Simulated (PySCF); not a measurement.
**Static response to an electric field**

Species: C5H10F2.
Numbering: `[CH3:1][CH:2]([CH3:3])[CH2:4][CH:5]([F:6])[F:7]` (hydrogens: H8, H9, H10 on C1; H11 on C2; H12, H13, H14 on C3; H15, H16 on C4; H17 on C5)

Cartesian coordinates in Å at the PBE0-D3(BJ)/def2-SVP level; atoms count from 1:
```
atom  x, y, z in Å
C1    -1.5642    0.9779   -0.5864
C2    -0.5283    0.1967    0.2135
C3    -0.8853   -1.2854    0.2696
C4     0.8677    0.4434   -0.3580
C5     1.9953   -0.1700    0.4285
F6     1.9784    0.2883    1.7047
F7     3.1832    0.1859   -0.1160
H8    -2.5735    0.8431   -0.1682
H9    -1.5904    0.6389   -1.6356
H10   -1.3422    2.0563   -0.5899
H11   -0.5279    0.5877    1.2463
H12   -1.9025   -1.4259    0.6662
H13   -0.2046   -1.8582    0.9177
H14   -0.8565   -1.7380   -0.7361
H15    0.9316    0.0632   -1.3919
H16    1.0737    1.5258   -0.4022
H17    1.9638   -1.2729    0.4701
```

Level: CAM-B3LYP/def2-SVPD (PySCF), static field, nuclei fixed, core orbitals frozen in the response. The polarisability tensor in these axes (au):

```
x   69.66 -0.02  1.28
y   -0.02 62.95 -1.93
z    1.28 -1.93 59.74
```

Question: Diagonalise the tensor; give its mean and Δα, where Δα² is half the sum of the squared differences of the eigenvalues.

Answer: Principal values 58.71, 63.80 and 69.84 au; mean 64.12 au = 9.50 Å³ = 10.57 × 10⁻⁴⁰ C²·m²/J; Δα = 9.65 au (15 % of the mean).

Question: What is the dipole moment, and where does it point?

Answer: (-2.09, -0.78, -0.96) D, 2.43 D in size, pointing from the negative to the positive side. Measured along this direction, the outermost atoms are F7 at the negative end and H8 at the positive end.

Question: Form Σ f/ω² (atomic units) for the 6 lowest TDDFT singlets, given as eV and f, and set it beside the mean polarisability, which is this sum over all singlets: 9.05, 0.0146; 9.14, 0.0224; 9.42, 0.0709; 9.47, 0.0427; 9.79, 0.0228; 9.80, 0.0119.

Answer: They add up to 1.54 au, 2.4 % of the 64.12 au; the largest single term is 0.59 au, from the state at 9.42 eV. Terms in order: 0.13, 0.20, 0.59, 0.35, 0.18, 0.09 au. Higher excitations give the rest. The strengths listed sum to 0.185.

Question: In a dilute gas of rigid molecules at 400 K, how does the orientational term μ²/3kT compare with the electronic polarisability?

Answer: In Gaussian units μ²/3kT = 35.58 Å³ against 9.50 Å³, a ratio of 3.75; the Debye molar polarisation (4π/3)N_A(α + μ²/3kT) is 113.7 cm³/mol, leaving out the vibrational part.

Question: Refractivity n − 1 of an ideal gas of it at 273.15 K and 1 atm, from the electronic α?

Answer: N = p/kT = 2.6868 × 10¹⁹ cm⁻³, so n − 1 = 2π × N × 9.50 × 10⁻²⁴ cm³ = 1604 × 10⁻⁶ at long wavelengths.

Question: Give the eigenvalues of the traceless quadrupole moment Θ = ½Σq(3rr − r²1), origin at the centre of nuclear charge.

Answer: -5.61, 0.24, 5.37 D·Å. The values depend on the origin, since the dipole doesn't vanish. The electronic extent ⟨r²⟩ about the same centre is 965 bohr², a root-mean-square distance of 2.16 Å for the 58 electrons.

The structure is a single PBE0-D3(BJ)/def2-SVP conformer in the gas phase; no vibrational or solvent corrections.
